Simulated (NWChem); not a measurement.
System: CaHSCl; SMILES [SH][Ca][Cl]

```xyz
4

Ca     0.3210    -0.0421     0.0064
Cl    -0.1687    -2.4409    -0.0054
S     -0.1298     2.4962    -0.0087
H     -1.4742     2.3975     0.1018
```
Atoms are numbered in this order, from 1.

Results from NWChem. Coordinates come from a PBE0/def2-SVP optimisation.

For level B3LYP/cc-pVTZ:

```
Property          Result
----------------  ------
orbital gap (eV)    4.09
dipole (D)          2.24
```

Q: What are these values for level B3LYP/cc-pVDZ?

A: 
* **orbital gap (eV)**: 3.96
* **dipole (D)**: 2.11
